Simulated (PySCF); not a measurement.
**Working out the ionisation energy of Ir**

Ir [Xe] 4f14 5d7 6s2 (4F) → Ir+ [Xe] 4f14 5d7 6s1 (5F). Computed with PySCF 2.14 in def2-TZVPPD with the def2 core potential (60 electrons) (6s5p3d2f1g, 59 functions), with a scalar-relativistic core potential. Frozen: 5s2 5p6. Energies in hartree (1 hartree = 27.21139 eV):

| part | Ir (lower) | Ir+ (upper) |
| --- | --- | --- |
| UHF | -103.445744 | -103.187661 |
| CCSD correlation | -0.228476 | -0.176814 |
| (T) | -0.009223 | -0.005242 |

Problem. What does Hartree-Fock give?

Solution. (-103.187661) − (-103.445744) = 0.258083 hartree = 7.023 eV.

Problem. What do CCSD and CCSD(T) give?

Solution. The CCSD correlation energies differ by 0.051662 hartree = 1.406 eV and the triples by 0.003981 hartree = 0.108 eV, so CCSD gives 8.429 eV and CCSD(T) 8.537 eV.

Measured between the centres of the two terms (NIST): 8.926 eV, so CCSD(T) (valence) is off by -0.389 eV.

What remains against the reference includes basis incompleteness, the frozen core and higher excitations.
